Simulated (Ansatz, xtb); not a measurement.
**CHFInSi: which of two isomers lies lower**

Structure X is `F/[Si]=[CH]/[In]`, a doublet and structure Y is `F[SiH]=[C][In]`, a doublet. Both are isolated molecules in the gas phase, relaxed with PBE0-D3(BJ)/def2-SVP, each in the lowest conformer that the search found.

Quicker runs give these differences E(Y) − E(X): GFN2-xTB +10.1 kcal/mol; HF/STO-3G +16.5 kcal/mol (at GFN2-xTB geometries); r2SCAN-D4/def2-SVP +9.6 kcal/mol (at GFN2-xTB geometries).

Task: Estimate E(Y) − E(X) at the level CCSD(T)/def2-SVP.

Result: Calculated at CCSD(T)/def2-SVP: E(Y) − E(X) = +14.2 kcal/mol, so structure X lies lower.

The same difference at several levels:

```tsv
level	geometry	E(Y) − E(X) (kcal/mol)	departure from the last row (kcal/mol)	job, with rough time for the two
GFN2-xTB	GFN2-xTB	+10.1	−4.0	optimisation, 0.36 s
HF/STO-3G	GFN2-xTB	+16.5	+2.3	single point, 16 s
r2SCAN-D4/def2-SVP	GFN2-xTB	+9.6	−4.6	single point, 9.3 s
PBE0-D3(BJ)/def2-SVP	PBE0-D3(BJ)/def2-SVP	+15.4	+1.2	optimisation, 2.3 min
HF/def2-SVP	PBE0-D3(BJ)/def2-SVP	+5.8	−8.4	part of the CCSD(T) run
MP2/def2-SVP	PBE0-D3(BJ)/def2-SVP	+16.9	+2.8	part of the CCSD(T) run
CCSD(T)/def2-SVP	PBE0-D3(BJ)/def2-SVP	+14.2		single point, 39 s
```

As drawn, Y has 1 Si–H in place of 1 C–H.

The levels shown agree on the order. The largest departure from CCSD(T)/def2-SVP is that of HF/def2-SVP, 8.4 kcal/mol. MP2 in a larger basis moves the difference by 0.0 kcal/mol, a step that isn't added because spin contamination makes open-shell MP2 unreliable in this search.

With harmonic frequencies from PBE0-D3(BJ)/def2-SVP (ideal gas, rigid rotor, one conformer each, 298.15 K, 1 atm): on the last row, ΔE + ΔZPE = +13.4 kcal/mol. A mode under 50 cm⁻¹ makes harmonic enthalpies and free energies unreliable, so none is given.

Open shells are spin-unrestricted, with notable spin contamination under HF/STO-3G, HF/def2-SVP, MP2/def2-SVP, CCSD(T)/def2-SVP. The correlated steps freeze 11 core orbitals; the filled d shell of In is correlated, in a basis made for valence electrons. Atoms past krypton carry core potentials in the def2 sets, other sets are all-electron and non-relativistic, and no spin–orbit term is included. Codes used: Ansatz 0.2.0, xtb 6.7.1; the last row on 1 thread of Intel(R) Xeon(R) Platinum 8375C CPU @ 2.90GHz (Ice Lake) on a shared host.
